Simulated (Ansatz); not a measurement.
Species: SnH (charge 0, doublet). 
Structure (B3LYP-D3(BJ)/def2-TZVP (Ansatz, a quantum-chemistry and plane-wave program) minimum search):
```xyz
2

Sn     0.0000     0.0000    -0.0350
H      0.0000     0.0000     1.7513
```
Charge 0, spin multiplicity 2.

Basis-set convergence of Hartree-Fock and CCSD correlation energies (hartree) with Ansatz. Valence correlation only, unless marked. UHF or UKS for open shells. No spin-orbit coupling. The frozen core is the preceding noble-gas configuration, with the filled d and f shells of earlier blocks. In def2 rows, elements after Kr have scalar-relativistic effective core potentials.

```
basis        functions       E(HF)  E(corr, CCSD)
-----------  ---------  ----------  -------------
def2-SVPD           40  -213.89773       -0.07694
def2-TZVPPD         73  -213.90372       -0.08728
def2-QZVPPD        121  -213.90490       -0.09085
```

Extrapolating the two largest sets (X = 3 and 4) as X^-3: E(corr) = (64·(-0.09085) - 27·(-0.08728))/37 = -0.0935 Eh, an estimate of the basis-set limit. The largest set recovers 97.2 % of it, the smallest 82.3 %.
